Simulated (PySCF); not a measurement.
C4H3BF2O.
Z-matrix (Å and degrees, PBE0-D3(BJ)/def2-SVP geometry), rows numbered from 1:
```
F 
B   1  1.3224
F   2  1.3180  1  117.79
C   2  1.5335  1  120.37  3  -179.92
C   4  1.3762  2  132.18  1    -0.44
C   5  1.4197  4  106.92  2   179.74
C   6  1.3691  5  105.38  4     0.17
O   7  1.3334  6  110.98  5    -0.07
H   5  1.0884  4  125.50  2    -0.13
H   6  1.0875  5  127.97  4  -179.85
H   7  1.0880  6  132.65  5   179.99
```

The closed-shell ground state was solved at several levels (PySCF, density fitting, gas phase, non-relativistic).

```json
{"level": "B3LYP/cc-pVTZ", "basis functions": "282", "total energy (Eh)": "-454.2766", "HOMO (eV)": "-7.02", "LUMO (eV)": "-1.44", "gap (eV)": "5.58", "dipole (D)": "2.80"}
{"level": "KT2/pcJ-1", "basis functions": "246", "total energy (Eh)": "-461.0982", "HOMO (eV)": "-6.28", "LUMO (eV)": "-2.13", "gap (eV)": "4.15", "dipole (D)": "2.82"}
{"level": "PBE0/pcSseg-0", "basis functions": "78", "total energy (Eh)": "-452.5886", "HOMO (eV)": "-7.65", "LUMO (eV)": "-1.39", "gap (eV)": "6.26", "dipole (D)": "3.24"}
{"level": "LC-wPBE/pcSseg-1", "basis functions": "151", "total energy (Eh)": "-453.7774", "HOMO (eV)": "-9.90", "LUMO (eV)": "0.90", "gap (eV)": "10.80", "dipole (D)": "2.69"}
{"level": "BP86/pcSseg-1", "basis functions": "151", "total energy (Eh)": "-454.0639", "HOMO (eV)": "-6.41", "LUMO (eV)": "-2.24", "gap (eV)": "4.17", "dipole (D)": "2.72"}
{"level": "B97-2/pcJ-1", "basis functions": "246", "total energy (Eh)": "-453.9589", "HOMO (eV)": "-7.09", "LUMO (eV)": "-1.34", "gap (eV)": "5.75", "dipole (D)": "2.91"}
{"level": "PBE0/def2-SVP", "basis functions": "127", "total energy (Eh)": "-453.2822", "HOMO (eV)": "-7.26", "LUMO (eV)": "-1.17", "gap (eV)": "6.09", "dipole (D)": "2.73"}
{"level": "PBE/pcJ-1", "basis functions": "246", "total energy (Eh)": "-453.6181", "HOMO (eV)": "-6.29", "LUMO (eV)": "-2.14", "gap (eV)": "4.15", "dipole (D)": "2.74"}
{"level": "B3LYP/pcJ-0", "basis functions": "113", "total energy (Eh)": "-453.2473", "HOMO (eV)": "-7.39", "LUMO (eV)": "-1.62", "gap (eV)": "5.77", "dipole (D)": "3.28"}
{"level": "PBE0/6-31G*", "basis functions": "118", "total energy (Eh)": "-453.6087", "HOMO (eV)": "-6.97", "LUMO (eV)": "-0.87", "gap (eV)": "6.10", "dipole (D)": "2.63"}
{"level": "HF/pcSseg-1", "basis functions": "151", "total energy (Eh)": "-451.6927", "HOMO (eV)": "-9.35", "LUMO (eV)": "2.26", "gap (eV)": "11.61", "dipole (D)": "3.21"}
```

(1) What might PBE0/6-311+G(2d,p) (234 basis functions) give for the same quantities?

(2) How much does the basis alone move the frontier levels among the 4 PBE0 rows (the withheld one included)?

(3) How far do the dipole and the HOMO energy spread over the levels?

## Answers

(1) Total energy -453.7576 Eh, HOMO -7.30 eV, LUMO -1.37 eV, gap 5.93 eV, dipole 2.94 D.

(2) The HOMO by 0.68 eV and the LUMO by 0.52 eV. By rising basis size (HOMO, LUMO in eV): pcSseg-0 -7.65, -1.39; 6-31G* -6.97, -0.87; def2-SVP -7.26, -1.17; 6-311+G(2d,p) -7.30, -1.37.

(3) The dipole runs from 2.63 to 3.28 D (mean 2.89 D) and the HOMO from -9.90 to -6.28 eV.
